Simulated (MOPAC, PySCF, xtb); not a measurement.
Pair of molecules: CH5N (SMILES CN) (first 7 atoms) with CH2O2 (SMILES O=CO); geometry from B3LYP-D3(BJ)/def2-TZVP, rigid monomers moved along the line of their centres of mass till N2···H12 is 1.52 Å.
(charge 0, multiplicity 1):
```json
[
 {"atom": "C", "x (Å)": "-0.2824", "y (Å)": "0.2170", "z (Å)": "0.0966"},
 {"atom": "N", "x (Å)": "0.8015", "y (Å)": "-0.5139", "z (Å)": "0.7701"},
 {"atom": "H", "x (Å)": "0.0400", "y (Å)": "1.2408", "z (Å)": "-0.0934"},
 {"atom": "H", "x (Å)": "-1.1417", "y (Å)": "0.2460", "z (Å)": "0.7650"},
 {"atom": "H", "x (Å)": "-0.5908", "y (Å)": "-0.2333", "z (Å)": "-0.8514"},
 {"atom": "H", "x (Å)": "1.6234", "y (Å)": "-0.5802", "z (Å)": "0.1808"},
 {"atom": "H", "x (Å)": "0.5002", "y (Å)": "-1.4576", "z (Å)": "0.9896"},
 {"atom": "O", "x (Å)": "-0.9625", "y (Å)": "-0.8056", "z (Å)": "3.1589"},
 {"atom": "C", "x (Å)": "-0.1623", "y (Å)": "-0.0675", "z (Å)": "3.6845"},
 {"atom": "O", "x (Å)": "0.9107", "y (Å)": "0.4485", "z (Å)": "3.1126"},
 {"atom": "H", "x (Å)": "-0.2489", "y (Å)": "0.2627", "z (Å)": "4.7306"},
 {"atom": "H", "x (Å)": "0.9659", "y (Å)": "0.1131", "z (Å)": "2.1486"}
]
```

Interaction energies are E(AB) − E(A) − E(B) at the monomers' geometry in the complex; basis-set methods are counterpoise corrected. Rows marked so take none.

Rows in 3-21G carry no dispersion term and start afresh at each structure. The state that AM1, PM3 reach isn't checked.

Codes used: MOPAC for AM1, PM3 (differences of heats of formation); PySCF for 3-21G rows; xtb for the GFN methods. Each number belongs to the level named beside it.

Q: One of these levels gives 10.3 kJ/mol for the interaction energy. Which one is it?
A) HF/3-21G (no counterpoise)
B) PM3
C) AM1
D) GFN2-xTB

A: C, AM1. The others give 0.9 (PM3), -48.3 (GFN2-xTB), -87.7 (HF/3-21G (no counterpoise))
